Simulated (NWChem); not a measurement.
CH$_{4}$BClO$_{2}$; SMILES OB(Cl)OC

```xyz
9

B      0.2046     0.0570    -0.0001
Cl    -0.3426     1.7509     0.0001
O      1.5281    -0.2334    -0.0001
H      2.0817     0.5529    -0.0003
O     -0.7366    -0.8978    -0.0005
C     -0.4240    -2.2708     0.0003
H     -0.8590    -2.7396     0.8963
H     -0.8716    -2.7429    -0.8876
H      0.6619    -2.4467    -0.0068
```
Atoms are numbered in this order, from 1.

Program: NWChem. Medium grid unless said otherwise, to which SCAN and Minnesota functionals are sensitive. Structure relaxed at the PBE0/def2-SVP level.

**Question.** Predict the results for M06-L/def2-SVP. Quantities: highest occupied level (eV); orbital gap (eV); dipole (D).

**Answer.** 
```json
{
 "highest occupied level (eV)": "-7.41",
 "orbital gap (eV)": "8.29",
 "dipole (D)": "2.06"
}
```
